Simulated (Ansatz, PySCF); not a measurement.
This Ansatz (a first-principles code) input computes a B3LYP/def2-TZVPD energy:

Ansatz 0.2 input:
```yaml
crystal:
  periodic: [false, false, false]
  atoms:
    - {symbol: B, position_ang: [0.82673767, -0.12463572, -0.24991220]}
    - {symbol: I, position_ang: [0.26659967, -1.05280192, 1.55071994]}
    - {symbol: I, position_ang: [-0.34459379, 1.06456001, -1.52714332]}
basis:
  gaussian:
    orbitals: def2-TZVPD
hamiltonian:
  xc: {name: B3LYP}
magnetization: {spin_polarized: true, initial_magnetization: 1}
output: {forces: true}
```

Task: Write an input for the same energy in PySCF and say what it gives.

Result: 
```python
from pyscf import gto, scf, dft

mol = gto.M(
    atom='''
    B     0.82673767   -0.12463572   -0.24991220
    I     0.26659967   -1.05280192    1.55071994
    I    -0.34459379    1.06456001   -1.52714332
    ''',
    basis='def2-tzvpd',
    ecp='def2-tzvp',
    charge=0,
    spin=1,
    verbose=4,
)

mf = dft.UKS(mol, xc='b3lyp').density_fit(auxbasis='def2-universal-jkfit')
mf.grids.level = 3
mf.conv_tol = 1e-9
mf.max_cycle = 100
mf.max_memory = 1500
mf.kernel()
if not mf.converged:
    mf = mf.newton()
    mf.kernel(mf.make_rdm1())
for _ in range(2):
    mo, _, stable, _ = mf.stability(return_status=True)
    if stable:
        break
    mf.kernel(mf.make_rdm1(mo, mf.mo_occ))
mf.analyze()
```
It gives -620.44110 Eh, and Ansatz -620.44109 Eh, a difference of 0.01 mEh.

It need not be the lowest isomer of its formula.
